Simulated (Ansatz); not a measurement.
Input file for Ansatz (a quantum-chemistry and plane-wave program): U-PBE/def2-TZVPP on C3H3 (SMILES [C]#CC), 2S+1 = 2, atoms moved off the minimum.

Ansatz 0.2 input:
```yaml
crystal:
  periodic: [false, false, false]
  atoms:
    - {symbol: C, position_ang: [1.59359845, -0.06516904, -0.00659739]}
    - {symbol: C, position_ang: [0.50160272, 0.12449459, -0.27338812]}
    - {symbol: C, position_ang: [-1.16293674, -0.20452961, -0.08504032]}
    - {symbol: H, position_ang: [-1.51141857, -0.64745687, -1.02139110]}
    - {symbol: H, position_ang: [-1.28072627, -0.27856193, 0.79858794]}
    - {symbol: H, position_ang: [-1.43077131, 0.92602556, -0.48921743]}
basis:
  gaussian:
    orbitals: def2-TZVPP
hamiltonian:
  xc: {name: PBE}
magnetization: {spin_polarized: true, initial_magnetization: 1}
output: {forces: true}
```

The log:

```
WARN ansatz: RAYON_NUM_THREADS=1 ignored (pool sized by the plan → 1); use --threads N
Functional definition: PBE
integrals: 0.03 GiB planned
717 factors; their error is unknown
mean field: 0.43 GiB planned
mean field evaluation 1: about -3139.1986 eV, gradient 4.5e1 eV
mean field evaluation 2: about -3124.8211 eV, gradient 6.5e1 eV
mean field evaluation 4: about -3148.5600 eV, gradient 5.3e0 eV
mean field evaluation 8: about -3148.7014 eV, gradient 1.1e-1 eV
mean field evaluation 16: about -3148.6869 eV, gradient 9.9e-4 eV
mean field evaluation 32: about -3148.6104 eV, gradient 2.9e0 eV
mean field -3148.68688394 eV, -115.7121087280 hartree, gradient 1.8e-5 eV, S^2 0.759464; 4 other end points of the search recorded, 0 dependent functions left out
the calculation of the forces begins
reference -3148.68691659 eV, -115.7121099281 hartree; 11, 10 occupied and 124, 125 virtual orbitals, 717 factors
Total energy: -3148.68691659 eV, -115.7121099281 hartree
Atom 0 at     1.593598    -0.065169    -0.006597 Å, force    10.582006    -1.418548     2.211976 eV/Å
Atom 1 at     0.501603     0.124495    -0.273388 Å, force   -13.713298    -0.116941    -1.516854 eV/Å
Atom 2 at    -1.162937    -0.204530    -0.085040 Å, force     5.591576     6.750043   -14.662283 eV/Å
Atom 3 at    -1.511419    -0.647457    -1.021391 Å, force    -0.096619    -1.348330     0.919310 eV/Å
Atom 4 at    -1.280726    -0.278562     0.798588 Å, force    -2.317406    -1.837324    11.442527 eV/Å
Atom 5 at    -1.430771     0.926026    -0.489217 Å, force    -0.046259    -2.028900     1.605323 eV/Å
Dipole moment:    -0.414328     0.030671    -0.028073 e Å
```

The run converged.

Cost: about 5 core-seconds (a rough figure).
